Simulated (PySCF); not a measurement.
Compound: cyclo-(H2SiS)4.
Z-matrix (Å and degrees, PBE0-D3(BJ)/def2-SVP geometry), rows numbered from 1:
```
Si
H   1  1.4863
H   1  1.4902  2  110.52
S   1  2.1507  2  107.80  3  -118.24
Si  4  2.1511  1  102.43  2   138.15
H   5  1.4857  4  104.68  1  -158.32
H   5  1.4892  4  109.62  1   -37.59
S   5  2.1488  4  115.31  1    87.24
Si  8  2.1531  5  101.86  4   -83.68
H   9  1.4911  8  108.15  5   -10.51
H   9  1.4863  8  108.75  5  -130.93
S   9  2.1420  8  112.56  5   113.60
Si 12  2.1518  9  102.26  8   -52.59
H  13  1.4855 12  110.40  9    48.46
H  13  1.4857 12  103.84  9   170.01
S   1  2.1485  2  104.16  3   120.36
```

The closed-shell ground state was solved at several levels (PySCF, density fitting, gas phase, non-relativistic).

```tsv
level	basis functions	total energy (Eh)	HOMO (eV)	LUMO (eV)	gap (eV)	dipole (D)
B3LYP/def2-SVPD	268	-2755.0694	-7.21	-1.06	6.15	1.47
B3LYP/pcSseg-1	232	-2755.8123	-7.31	-1.03	6.28	1.89
```

Estimate the row for PBE0/pcSseg-1, a basis of 232 functions; the other rows only guide the guess.

Total energy -2754.6168 Eh, HOMO -7.59 eV, LUMO -1.01 eV, gap 6.58 eV, dipole 2.01 D.

Over all these levels, which gives the widest orbital gap and which the narrowest?

PBE0/pcSseg-1 (global hybrid, 25 % exact exchange) has the widest, 6.58 eV, and B3LYP/def2-SVPD (global hybrid, 20 % exact exchange) the narrowest, 6.15 eV. Functional and basis both differ between the two, so the spread mixes both effects.

How far do the dipole and the HOMO energy spread over the levels?

The dipole runs from 1.47 to 2.01 D (mean 1.79 D) and the HOMO from -7.59 to -7.21 eV.

One conformer stands for the species.
